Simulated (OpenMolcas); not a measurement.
Cu2+ among 6 point charges of -2 e arranged as a tetragonal octahedron (D4h), 1.8 Å from the ion, with the axial distance 1.746 Å. The active orbitals were held to one l.

| Item | Value |
| --- | --- |
| Program | OpenMolcas 26.06 |
| Method | CASSCF |
| Basis | ANO-RCC-VDZP [5s4p2d1f] |
| Scalar Hamiltonian | DKH2, point nucleus |
| Active space | 9 electrons in 5 orbitals (3d) |
| State averaging | 2S+1 = 2 even, 5 roots |
| Spin-orbit coupling | state interaction with AMFI integrals over the reference wave functions |

What is the spin-free ground state (labels of D4, the rotations of D4h)?

2A1, 1-fold in its orbital part, 100 % from free-ion D terms; it has the highest spin that d9 allows.

Where is the first state of the same spin?

2B1 at 1550 cm-1 above the ground state.

What are the lowest two levels with spin-orbit coupling?

A 2-fold level E1/2 with g = 1.96, 2.67, 2.67, then a 2-fold level E3/2 1522 cm-1 above it. Their leading multiplicities are 2 (100 %) and 2 (100 %).

What is χT at 300 K, and how does it compare with the textbook value?

The lowest level has 2S+1 = 2, for which the spin-only value is χT = S(S+1) / 2 = 0.375 cm3 K/mol (g = 2). The computed 0.617 at 300 K differs by +0.242, through orbital momentum, spin-orbit coupling and any other state in reach.

Point charges carry no covalency, so the field is a model and not that of real ligands. No measured value stands beside these numbers.
